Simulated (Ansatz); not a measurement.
Basis sets compared for `CCCCCC[Si](OC)(OC)OC`. The state is a singlet with charge 0. Geometry PBE-D4/def2-SVP. Ansatz on 4 threads of Arm Neoverse V1 on a shared host; times are rough, and most runs start from earlier orbitals.

Cartesian coordinates in Å:
```
C -2.809 0.276 -3.503
C -2.246 -0.585 -2.371
C -0.877 -1.193 -2.699
C -0.317 -2.134 -1.621
C -0.150 -1.513 -0.226
C 0.784 -0.291 -0.178
Si 0.930 0.453 1.531
O 1.462 -0.611 2.702
C 2.811 -0.933 2.978
O 2.017 1.731 1.593
C 1.971 2.866 0.753
O -0.619 0.907 1.957
C -0.993 1.320 3.261
H -3.796 0.708 -3.242
H -2.938 -0.314 -4.435
H -2.129 1.120 -3.744
H -2.173 0.027 -1.445
H -2.961 -1.404 -2.130
H -0.950 -1.753 -3.658
H -0.153 -0.371 -2.896
H -0.985 -3.020 -1.534
H 0.665 -2.528 -1.965
H -1.142 -1.221 0.180
H 0.234 -2.288 0.472
H 1.804 -0.557 -0.538
H 0.422 0.509 -0.861
H 3.212 -1.681 2.256
H 2.872 -1.378 3.994
H 3.467 -0.036 2.948
H 2.739 3.593 1.090
H 0.981 3.376 0.785
H 2.189 2.614 -0.311
H -0.650 0.598 4.034
H -2.099 1.389 3.307
H -0.572 2.320 3.514
```

Binding counts from free atoms (C triplet, Si triplet, O triplet, H doublet) in the same basis, without a counterpoise term.

```csv
level,functions,energy (Eh),HOMO (eV),LUMO (eV),binding per atom (eV),wall time
HF/STO-3G,91,-856.7224,-8.37,11.66,3.73,1 s
HF/6-31G,165,-866.9362,-11.15,5.25,2.88,3.2 s
PBE-D4/def2-SVP,296,-870.0955,-6.18,0.51,4.27,7.5 s
PBE0-D4/def2-SVP,296,-870.1983,-7.71,1.39,4.21,16 s
```

(1) Estimate the rows for PBE-D4/def2-TZVP, PBE0-D4/def2-TZVP (with forces).

Results:

(1) 
```csv
level,functions,energy (Eh),HOMO (eV),LUMO (eV),binding per atom (eV),wall time
PBE-D4/def2-TZVP,541,-870.8642,-6.36,0.00,4.24,15 s
PBE0-D4/def2-TZVP (with forces),541,-870.9549,-7.81,0.82,4.18,63 s
```
